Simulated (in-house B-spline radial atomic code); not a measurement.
# Yb⁶⁺: [Kr] 4d10 4f12 5s2 5p3 9s1 (an excited or competing configuration)

Level of theory: Dirac-Hartree-Fock, average of configuration, Fermi nucleus of rms radius 5.3108 fm; calculated with a radial B-spline atomic code at the basis-set limit.

Screening seen three ways: the hydrogenic charge with the same mean radius, Z_r = [3n² - l(l+1)]/(2<r>), the one with the same energy, Z_e = n√(-2ε), and Slater's rules. Values are occupation-weighted means over j. An effective charge above Z reflects the relativistic contraction of the inner shells.

| shell | electrons | ε (eV) | <r> (bohr) | Z_r | Z_e | Slater |
| --- | --- | --- | --- | --- | --- | --- |
| 1s | 2 | -61817 | 0.01966 | 76.30 | 67.41 | 69.70 |
| 2s | 2 | -10694 | 0.08269 | 72.56 | 56.07 | 65.85 |
| 2p | 6 | -9481.4 | 0.07378 | 67.77 | 52.80 | 65.85 |
| 3s | 2 | -2552.8 | 0.2157 | 62.60 | 41.09 | 58.75 |
| 3p | 6 | -2176.1 | 0.2151 | 58.12 | 37.94 | 58.75 |
| 3d | 10 | -1692.9 | 0.1961 | 53.56 | 33.46 | 48.85 |
| 4s | 2 | -618.74 | 0.4875 | 49.23 | 26.97 | 42.25 |
| 4p | 6 | -491.21 | 0.5163 | 44.54 | 24.03 | 42.25 |
| 4d | 10 | -315.09 | 0.5567 | 37.72 | 19.25 | 30.85 |
| 5s | 2 | -159.7 | 1.137 | 32.98 | 17.13 | 15.10 |
| 5p | 3 | -126.69 | 1.271 | 28.71 | 15.26 | 15.10 |
| 4f | 12 | -122.63 | 0.6619 | 27.19 | 12.01 | 20.15 |
| 9s | 1 | -16.596 | 8.649 | 14.05 | 9.94 | 7.00 |

The least bound orbital is 9s1/2 at -16.6 eV, and it is also the most diffuse (<r> = 8.649 bohr).

Spin-orbit splittings of the orbital energies (j = l + 1/2 above j = l - 1/2 when positive): 2p 1049 eV, 3p 226.5 eV, 3d 48.94 eV, 4p 51.97 eV, 4d 9.678 eV, 5p 8.412 eV, 4f 1.567 eV.

For the 1s electron the small component carries 6.9 % of the norm, the zero-frequency Breit interaction raises the level by 202.3 eV, self-energy by 124.3 eV, and vacuum polarisation lowers it by 22.14 eV.
